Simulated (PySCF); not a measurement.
Hf(I)2(NH2)2 (H4HfI2N2), SMILES [I][Hf]([NH2])([I])[NH2], multiplicity 1.

Geometry: B3LYP-D3(BJ)/def2-SVP. The multiplicity is an assumed one; other spin states were not compared. The def2 effective core potentials stand for the cores of Hf, I; spin–orbit coupling is left out. One conformer was computed; it need not be the lowest.

The numbers are results of B3LYP/def2-TZVP (PySCF), not measurements.

Symmetry labels are those of the subgroup Cs that the program uses (full group Cs).

### Question
List the valence orbital energies around the gap with their symmetry. (Estimate from the structure and the level; the computed values follow.)

### Answer

```tsv
orbital	symmetry	energy (eV)
HOMO−7	A'	-8.78
HOMO−6	A"	-8.33
HOMO−5	A"	-8.07
HOMO−4	A'	-8.07
HOMO−3	A'	-7.66
HOMO−2	A'	-7.42
HOMO−1	A"	-7.35
HOMO	A"	-7.05
LUMO	A"	-1.63
LUMO+1	A'	-1.55
LUMO+2	A'	-0.75
LUMO+3	A"	-0.62
```
